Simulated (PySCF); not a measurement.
TiBr4, optimised at B3LYP/6-31G*:

```xyz
5

Ti    -0.0149     0.0089    -0.0165
Br    -0.0151     0.9298    -2.1574
Br    -0.0205    -2.3167    -0.1709
Br     1.8911     0.7077     1.1286
Br    -1.9150     0.7166     1.1328
```

Method: PySCF energies (xtb for GFN2) plus ideal-gas RRHO corrections (1 bar). 6-31G* has spherical d functions here. All species are closed-shell singlets. B3LYP is the form with VWN-RPA correlation. Br: all electrons, no relativistic terms.

**Question.** List the harmonic frequencies (cm⁻¹, unscaled) at this level and at the other levels, each on its own geometry.

**Answer.** 
- B3LYP/6-31G*: 72, 73, 91, 91, 92, 231, 388, 388, 388
- GFN2-xTB: 66, 66, 73, 73, 73, 208, 369, 369, 369
- HF/6-31G*: 76, 76, 97, 97, 97, 248, 401, 401, 401
- PBE0/def2-TZVP: 69, 70, 88, 88, 88, 237, 399, 399, 399
